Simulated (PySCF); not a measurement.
CCl3NOSi, SMILES Cl[Si](Cl)(N=C=O)Cl. Coordinates come from a PBE0-D3(BJ)/def2-SVP optimisation. The values are those of a single conformer.

Q: Give the equilibrium geometry at PBE0-D3(BJ)/def2-SVP (PySCF confirms it by a frequency run) as bond lengths and angles, and its point group. (The exact figures need the calculation; the answer reports its results.)

A: This is not unique; one that fits is point group C3v.
Atoms: O1 C2 N3 Si4 Cl5 Cl6 Cl7. Bonded distances (Å): O1–C2 1.162, C2–N3 1.200, N3–Si4 1.687, Si4–Cl5 2.036, Si4–Cl6 2.036, Si4–Cl7 2.036. Angles (°): O1–C2–N3 180.0, C2–N3–Si4 180.0, N3–Si4–Cl5 109.5, N3–Si4–Cl6 109.5, N3–Si4–Cl7 109.5, Cl5–Si4–Cl6 109.5, Cl5–Si4–Cl7 109.5, Cl6–Si4–Cl7 109.5.
